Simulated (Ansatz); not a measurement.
Ansatz (a program for electronic structure) input:

Ansatz 0.2 input:
```yaml
crystal:
  periodic: [false, false, false]
  atoms:
    - {symbol: C, position_ang: [1.18433742, -0.34199821, 0.02717061]}
    - {symbol: C, position_ang: [-0.09903702, 0.16428071, -0.38733123]}
    - {symbol: O, position_ang: [-1.21338877, 0.30347922, 0.10528581]}
    - {symbol: H, position_ang: [1.47489969, -1.13657405, -0.67327228]}
    - {symbol: H, position_ang: [1.92281574, 0.45922960, -0.11096420]}
    - {symbol: H, position_ang: [1.18123417, -0.70542814, 1.06103945]}
    - {symbol: H, position_ang: [-1.38364183, 0.02124389, 1.04187425]}
basis:
  gaussian:
    orbitals: def2-TZVP
hamiltonian:
  xc: b3lyp
  dispersion: d3bj
total_charge: 1
magnetization: {spin_polarized: true, initial_magnetization: 1}
phonons: {temperatures: {t_min: 298.15, t_max: 298.15, t_step: 100}}
```

**Question.** Predict the final energy.

**Answer.** -153.51997 Eh (B3LYP-D3(BJ)/def2-TZVP). The basis has 117 functions.
